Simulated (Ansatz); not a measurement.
Ansatz (an electronic-structure program) input (PBE0/def2-TZVPD):

Ansatz 0.2 input:
```yaml
crystal:
  periodic: [false, false, false]
  atoms:
    - {symbol: Si, position_ang: [0.08339551, -0.49685473, -0.00892374]}
    - {symbol: O, position_ang: [-1.00297333, 0.30662033, -0.95153108]}
    - {symbol: C, position_ang: [-2.03902560, 1.10667889, -0.41415476]}
    - {symbol: O, position_ang: [0.85352565, 0.58376078, 0.96752273]}
    - {symbol: C, position_ang: [1.56853499, 1.69641558, 0.46449962]}
    - {symbol: N, position_ang: [1.02986651, -1.28965260, -1.17607580]}
    - {symbol: N, position_ang: [-0.54561817, -1.59540782, 1.12425879]}
    - {symbol: H, position_ang: [-2.63399009, 1.49595762, -1.24089646]}
    - {symbol: H, position_ang: [-2.69096438, 0.52226202, 0.24273266]}
    - {symbol: H, position_ang: [-1.64019010, 1.95016629, 0.15843588]}
    - {symbol: H, position_ang: [2.37165677, 1.38011261, -0.20856515]}
    - {symbol: H, position_ang: [2.00869351, 2.22944163, 1.30780633]}
    - {symbol: H, position_ang: [0.91288422, 2.38298518, -0.08061050]}
    - {symbol: H, position_ang: [1.76056542, -1.93803045, -0.94138746]}
    - {symbol: H, position_ang: [1.03705350, -1.00879920, -2.14106829]}
    - {symbol: H, position_ang: [-0.63842309, -1.36616571, 2.09841284]}
    - {symbol: H, position_ang: [-1.02603616, -2.43815662, 0.86278914]}
basis:
  gaussian:
    orbitals: def2-TZVPD
hamiltonian:
  xc: {name: PBE0}
output: {forces: true}
```

Output:

```
Functional definition: PBE0
integrals: 0.49 GiB planned
1880 factors; their error is unknown
mean field: 3.85 GiB planned
mean field evaluation 1: about -17165.5011 eV, gradient 9.9e1 eV
mean field evaluation 2: about -17150.7610 eV, gradient 1.3e2 eV
mean field evaluation 4: about -17183.2761 eV, gradient 6.3e0 eV
mean field evaluation 8: about -17183.3571 eV, gradient 5.3e-1 eV
mean field evaluation 16: about -17183.3575 eV, gradient 4.8e-5 eV
mean field -17183.35751263 eV, -631.4767412911 hartree, gradient 4.6e-5 eV, S^2 0.000000; 0 other end points of the search recorded, 0 dependent functions left out
the calculation of the forces begins
reference -17183.35755943 eV, -631.4767430109 hartree; 33, 33 occupied and 328, 328 virtual orbitals, 1880 factors
Total energy: -17183.35755943 eV, -631.4767430109 hartree
Atom 0 at     0.083396    -0.496855    -0.008924 Å, force    -0.015293     0.091110     0.001636 eV/Å
Atom 1 at    -1.002973     0.306620    -0.951531 Å, force    -0.137549     0.093899     0.115823 eV/Å
Atom 2 at    -2.039026     1.106679    -0.414155 Å, force     0.254017    -0.199341    -0.090975 eV/Å
Atom 3 at     0.853526     0.583761     0.967523 Å, force     0.098686     0.137636    -0.111665 eV/Å
Atom 4 at     1.568535     1.696416     0.464500 Å, force    -0.174504    -0.274382     0.082467 eV/Å
Atom 5 at     1.029867    -1.289653    -1.176076 Å, force    -0.052865     0.029217     0.041731 eV/Å
Atom 6 at    -0.545618    -1.595408     1.124259 Å, force     0.040188     0.046310    -0.040375 eV/Å
Atom 7 at    -2.633990     1.495958    -1.240896 Å, force    -0.017628     0.010154    -0.028215 eV/Å
Atom 8 at    -2.690964     0.522262     0.242733 Å, force    -0.028213    -0.014690     0.015540 eV/Å
Atom 9 at    -1.640190     1.950166     0.158436 Å, force     0.007991     0.029730     0.015775 eV/Å
Atom 10 at     2.371657     1.380113    -0.208565 Å, force     0.031371    -0.004125    -0.015878 eV/Å
Atom 11 at     2.008694     2.229442     1.307806 Å, force     0.013513     0.014360     0.028655 eV/Å
Atom 12 at     0.912884     2.382985    -0.080611 Å, force    -0.017349     0.026026    -0.014774 eV/Å
Atom 13 at     1.760565    -1.938030    -0.941387 Å, force    -0.014494     0.014214    -0.010235 eV/Å
Atom 14 at     1.037054    -1.008799    -2.141068 Å, force     0.004468    -0.008815     0.019486 eV/Å
Atom 15 at    -0.638423    -1.366166     2.098413 Å, force    -0.001460    -0.009104    -0.019808 eV/Å
Atom 16 at    -1.026036    -2.438157     0.862789 Å, force     0.009121     0.017800     0.010810 eV/Å
Dipole moment:     0.002421    -0.014421    -0.000259 e Å
```
